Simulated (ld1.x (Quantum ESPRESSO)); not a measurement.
Cu: TM semilocal pseudisation with LDA (PZ), scalar-relativistic reference atom.

ld1.x (Quantum ESPRESSO) 7.5 input, shortened:

```
&input
   title='Cu', zed=29., rel=1, dft='PZ', iswitch=3,
   config='[Ar] 3d8 4s0 4p0'
 /
 &inputp
   pseudotype=1, tm=.true., lloc=0,
   nlcc=.false.
 /
3
4P  2  1   0.00   0.00  1.50  1.50  0.0
3D  3  2   8.00   0.00  1.05  1.05  0.0
4S  1  0   0.00   0.00  1.45  1.45  0.0
 &test
   configts(1)='3d8 4s0 4p0'
 /
```

Question: Does the generator finish with these settings?

Answer: Yes, a potential is produced and its reference levels are reproduced.

Question: Estimate the cutoffs (Ry, on a coarse ladder) from which the occupation-weighted sum of valence levels, in a spherical-Bessel basis at the reference potential, stays within 10 and 1 mRy of its value at 400 Ry.

Answer: 200 Ry and over 300 Ry.

Question: Tests: 3d10 4s1 4p0; 3d10 4s0 4p0; 3d9 4s0 4p0; 3d10 4s0.5 4p0; 3d10 4s0 4p1; 3d7 4s0 4p0; 3d9 4s1 4p0. Which has the largest error in its energy relative to the reference configuration, and how large is it?

Answer: 3d10 4s0 4p0, with -302 meV (all-electron minus pseudo) on -61.05 eV.
